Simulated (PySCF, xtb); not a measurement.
C3H8O2Si, SMILES OC[SiH]1COC1.

GFN2-xTB run with xtb at its own geometry gives an orbital gap of 4.44 eV and a dipole moment of 2.90 D.

Geometry: r2SCAN-D4/def2-SVP. The structure was generated by enumeration, and PubChem lists no compound with its InChIKey, so it may never have been made. One conformer was computed; it need not be the lowest.

Q: What does PBE0/def2-TZVP run with PySCF give? (An estimate is asked for; the answer gives what the named calculation found.)

A: gap 7.19 eV (levels -7.06 and 0.13 eV), dipole 2.08 D.
